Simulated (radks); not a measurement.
Task: The mean radii <r> (bohr) of the occupied orbitals of an atom or ion are listed with their occupations. All-electron calculation, Dirac Kohn-Sham, relativistic LDA (MacDonald-Vosko exchange, VWN5 correlation), spin-unpolarised, spherical densities, finite nucleus; Fermi nuclear charge, rms radius of each element as measured or else 0.836 A^(1/3) + 0.57 fm. Program: a radial shooting solver on a logarithmic mesh with Libxc functionals.

| orbital | occ. | <r> |
|---|---|---|
| 1s1/2 | 2 | 0.02982 |
| 2s1/2 | 2 | 0.1285 |
| 2p1/2 | 2 | 0.1087 |
| 2p3/2 | 4 | 0.1139 |
| 3s1/2 | 2 | 0.3496 |
| 3p1/2 | 2 | 0.3402 |
| 3p3/2 | 4 | 0.3513 |
| 3d3/2 | 4 | 0.3227 |
| 3d5/2 | 6 | 0.3262 |
| 4s1/2 | 2 | 0.8490 |
| 4p1/2 | 2 | 0.9015 |
| 4p3/2 | 4 | 0.9324 |
| 4d3/2 | 4 | 1.171 |
| 4d5/2 | 6 | 1.187 |
| 5s1/2 | 2 | 2.468 |

Name the element and its charge. Open shells, if any, fill j = l - 1/2 first.

Result: Z = 49, indium, charge +1: In+ in [Kr] 4d10 5s2. The 1s radius gives Z: for a bare nucleus <r> = (2 gamma + 1)/(2Z) with gamma = sqrt(1 - (Z/c)^2), 0.02926 bohr for Z = 49, and screening makes it slightly larger (0.02982 here). The occupations add up to 48, and the charge is Z minus that.
